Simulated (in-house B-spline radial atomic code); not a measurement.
Solving the quasi-particle equation for 3s up of Ar VIII (Ar7+)

Configuration [Ne] 3s1, highest spin, start LDA VWN5; correlation leaves out the 2 deepest shells. Computed with an all-electron radial atomic-structure program (B-spline basis): all electrons, non-relativistic, point nucleus, each spin shell either full or empty, empty states to l = 9 with an (l + 1/2)⁻⁴ tail; G0W0 by contour deformation at full frequency.

At the mean-field level ε = -135.461 eV the matrix elements are Σx = -27.029 eV, v_xc = -19.868 eV and Σc(ε) = -2.178 eV, and the slope of the correlation self-energy is dΣc/dω = -0.0408. The quasi-particle energy solves E = ε + Σx − v_xc + Σc(E).

Task: What does the linearised equation give?

Result: Z = 1/(1 − dΣc/dω) = 1/1.0408 = 0.9608. The first-order shift is Σx − v_xc + Σc(ε) = -27.029 − (-19.868) + (-2.178) = -9.339 eV, so E ≈ ε + Z × shift = -135.461 + 0.9608 × (-9.339) = -144.434 eV.

Task: How does that compare with the full solution and with static screening?

Result: Solving the equation at full frequency dependence gives E = -144.492 eV, where Σc = -1.870 eV and the weight is 0.972; the linearised value is off by 58 meV. Leaving Z out would give -144.800 eV. Static COHSEX puts -4.171 eV in place of Σc and gives -146.793 eV, 2.30 eV deeper.
